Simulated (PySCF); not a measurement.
SnF₃Br, SMILES [Sn]([Br])([F])([F])[F]. Atoms are numbered in the order given.

```xyz
5

F      1.5385     0.8883     1.3161
Sn     0.0000     0.0000     0.5911
F      0.0000    -1.7765     1.3161
F     -1.5385     0.8883     1.3161
Br     0.0000     0.0000    -1.8597
```
Charge 0, spin multiplicity 1.

Geometry optimised at B3LYP-D3(BJ)/def2-SVP. The structure was generated by enumeration; whether it is a known compound was not checked. The def2 effective core potentials stand for the cores of Sn; spin–orbit coupling is left out.

Level of theory: TDA-PBE/def2-SVPD run with PySCF.

Vertical excitations; the highest root listed may be one member of a degenerate set. Gas-phase values at a fixed geometry. State labels are in the subgroup Cs.

| state | symmetry | energy (eV) | λ (nm) | f | main pairs |
|---|---|---|---|---|---|
| S1 | A' | 3.91 | 317 | 0.006 | HOMO→LUMO (degenerate set) |
| S2 | A" | 3.91 | 317 | 0.006 | HOMO−1→LUMO (degenerate set) |
| S3 | A" | 5.11 | 243 | 0.000 | HOMO−3→LUMO 100 % |
| S4 | A' | 5.25 | 236 | 0.004 | HOMO−4→LUMO (degenerate set) |
| S5 | A" | 5.25 | 236 | 0.004 | HOMO−5→LUMO (degenerate set) |
| S6 | A' | 5.47 | 227 | 0.022 | HOMO−6→LUMO (degenerate set) |
| S7 | A" | 5.47 | 227 | 0.022 | HOMO−7→LUMO (degenerate set) |
| S8 | A' | 5.51 | 225 | 0.114 | HOMO−2→LUMO 83 %, HOMO−8→LUMO 13 % |
| S9 | A' | 6.87 | 180 | 0.079 | HOMO−8→LUMO 67 %, HOMO→LUMO+1 13 %, HOMO−1→LUMO+2 13 % |
| S10 | A" | 7.32 | 169 | 0.044 | HOMO−9→LUMO 74 % |
| T1 | A' | 3.50 | 354 | 0 | HOMO→LUMO (degenerate set) |
| T2 | A" | 3.50 | 354 | 0 | HOMO−1→LUMO (degenerate set) |
| T3 | A' | 4.66 | 266 | 0 | HOMO−2→LUMO 99 % |
| T4 | A" | 4.82 | 257 | 0 | HOMO−3→LUMO 100 % |
Triplets are in the Tamm–Dancoff approximation.
